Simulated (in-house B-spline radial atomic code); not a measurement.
Inner levels of holmium as electrons are removed. A shift is the extra binding of the orbital against the neutral atom ([Xe] 4f11 6s2). The density at the nucleus is averaged over the nuclear charge. Computed with an all-electron radial atomic-structure program (B-spline basis): Dirac-Hartree-Fock, average of the configuration, finite nuclei.

| ion | configuration | shift of 3p1/2 (eV) | shift of 2p3/2 (eV) | shift of 2s1/2 (eV) | radius of 3p1/2 (bohr) | radius of 2p3/2 (bohr) | radius of 2s1/2 (bohr) | Σ<r²> (bohr²) | change of density at nucleus (bohr⁻³) |
| --- | --- | --- | --- | --- | --- | --- | --- | --- | --- |
| Ho21+ | [Kr] 4d10 | 597.3 | 591.48 | 591.92 | 0.21836 | 0.08015 | 0.087495 | 6.7016 | -223.4 |
| Ho22+ | [Kr] 4d9 | 647.37 | 644.94 | 645.32 | 0.21817 | 0.08014 | 0.087487 | 6.2778 | -110.45 |
| Ho23+ | [Kr] 4d8 | ? | ? | ? | ? | ? | ? | ? | ? |
| Ho24+ | [Kr] 4d7 | 750.41 | 755.42 | 755.67 | 0.21777 | 0.08012 | 0.08747 | 5.4781 | 128.42 |
| Ho25+ | [Kr] 4d6 | 803.36 | 812.43 | 812.6 | 0.21755 | 0.080108 | 0.087461 | 5.1004 | 254.35 |
| Ho26+ | [Kr] 4d5 | 857.25 | 870.61 | 870.7 | 0.21732 | 0.080096 | 0.087451 | 4.7365 | 384.62 |
| Ho27+ | [Kr] 4d4 | ? | ? | ? | ? | ? | ? | ? | ? |
| Ho28+ | [Kr] 4d3 | 967.83 | 990.46 | 990.37 | 0.21684 | 0.08007 | 0.08743 | 4.0469 | 658.12 |
| Ho29+ | [Kr] 4d2 | 1024.51 | 1052.13 | 1051.94 | 0.21658 | 0.080056 | 0.087418 | 3.7201 | 801.37 |
| Ho30+ | [Kr] 4d1 | 1082.1 | 1114.96 | 1114.65 | 0.21631 | 0.080042 | 0.087406 | 3.4044 | 948.93 |
| Ho31+ | [Ar] 3d10 4s2 4p6 | 1140.6 | 1178.94 | 1178.51 | 0.21603 | 0.080026 | 0.087394 | 3.0995 | 1100.86 |
| Ho32+ | [Ar] 3d10 4s2 4p5 | 1199.23 | 1244.03 | 1243.37 | 0.21605 | 0.080012 | 0.087376 | 2.8099 | 1233.25 |
| Ho33+ | [Ar] 3d10 4s2 4p4 | ? | ? | ? | ? | ? | ? | ? | ? |
| Ho34+ | [Ar] 3d10 4s2 4p3 | 1318.53 | 1376.91 | 1375.74 | 0.21558 | 0.079978 | 0.087338 | 2.2525 | 1505.2 |

(1) Fill in the row of Ho23+.

(2) Fill in the row of Ho27+.

(3) Fill in the row of Ho33+.

Answers

(1) shift of 3p1/2 (eV): 698.41; shift of 2p3/2 (eV): 699.59; shift of 2s1/2 (eV): 699.91; radius of 3p1/2 (bohr): 0.21798; radius of 2p3/2 (bohr): 0.08013; radius of 2s1/2 (bohr): 0.087479; Σ<r²> (bohr²): 5.8703; change of density at nucleus (bohr⁻³): 6.812.

(2) shift of 3p1/2 (eV): 912.07; shift of 2p3/2 (eV): 929.95; shift of 2s1/2 (eV): 929.96; radius of 3p1/2 (bohr): 0.21709; radius of 2p3/2 (bohr): 0.080084; radius of 2s1/2 (bohr): 0.087441; Σ<r²> (bohr²): 4.3855; change of density at nucleus (bohr⁻³): 519.21.

(3) shift of 3p1/2 (eV): 1258.54; shift of 2p3/2 (eV): 1310.02; shift of 2s1/2 (eV): 1309.11; radius of 3p1/2 (bohr): 0.21582; radius of 2p3/2 (bohr): 0.079996; radius of 2s1/2 (bohr): 0.087357; Σ<r²> (bohr²): 2.5276; change of density at nucleus (bohr⁻³): 1368.05.
